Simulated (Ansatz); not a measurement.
CdS, singlet, at a GFN2-xTB geometry (such geometries of metal compounds can be far from the true shape) (core potentials on Cd); PBE0/def2-SVP (Ansatz, a program for electronic structure).

Here is a job for Ansatz.
Ansatz 0.2 input:
```yaml
crystal:
  periodic: [false, false, false]
  atoms:
    - {symbol: Cd, position_ang: [-0.00000000, -0.00000000, -0.55920001]}
    - {symbol: S, position_ang: [0.00000000, 0.00000000, 1.67760003]}
basis:
  gaussian:
    orbitals: def2-SVP
hamiltonian:
  xc: pbe0
accuracy: high
```

What the program printed (banner, timings and long lists left out):

```
Functional definition: PBE0
892 factors; integrals over basis functions are off by at most 3.2e-9 eV
mean field evaluation 1: about -15386.0188 eV, gradient 3.6e1 eV
mean field evaluation 2: about -15317.6628 eV, gradient 1.3e2 eV
mean field evaluation 4: about -15390.7612 eV, gradient 5.9e0 eV
mean field evaluation 8: about -15390.9324 eV, gradient 6.2e-1 eV
mean field evaluation 16: about -15390.9345 eV, gradient 3.7e-5 eV
mean field -15390.93448306 eV, -565.6064099022 hartree, gradient 2.1e-8 eV, S^2 0.000000; 0 other end points of the search recorded, 0 dependent functions left out
reference -15390.93448491 eV, -565.6064099705 hartree; 18, 18 occupied and 31, 31 virtual orbitals, 892 factors
Total energy: -15390.93448491 eV, -565.6064099705 hartree
```
